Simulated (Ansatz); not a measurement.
Gas-phase electronic energies from Ansatz, PBE0-D4/def2-TZVP geometries. CCSD(T)/CBS adds triple-zeta CCSD(T) − MP2 to the extrapolated MP2 energy (def2 sets, frozen cores). This one scheme is used for every species. DFT in def2-TZVPP. Elements past krypton have def2 core potentials. For Hf outer-core shells are correlated without core-valence functions, which leaves a few kJ/mol of doubt a bond. Each species was taken in one conformer, which may not be the lowest.

`[NH2][Hf]([NH2])([NH2])[F]` + NH₃ → `[NH2][Hf]([NH2])([NH2])[NH2]` + H–F  (ligand exchange at the Hf–F bond)

```tsv
level	ΔE (kJ/mol)
CAM-B3LYP-D4	136.7
BHLYP	138.0
```

(1) What does CCSD(T)/CBS give? (Best estimate.)

Largest T1 diagnostic among the species: 0.015.

Answers

(1) Ansatz gave: +121.8 kJ/mol. The listed levels differ from it by 14.9, 16.2 kJ/mol.

The D4 term adds −5.6 kJ/mol with B3LYP and −3.4 kJ/mol with PBE0; it sums over pairs of atoms, weighted by their polarisabilities, and B3LYP, whose exchange is more repulsive, gets the larger term. From PBE to PBE0 (25 % exact exchange), in def2-TZVPP and without D4, ΔE moves by −3.1 kJ/mol. In def2-TZVPP, CCSD(T) changes the Hartree–Fock value by −14.9 kJ/mol (the triples alone add −1.6 kJ/mol) and MP2 by −17.6 kJ/mol.

B3LYP here is the variant with VWN-RPA as its local correlation; programs differ in this.
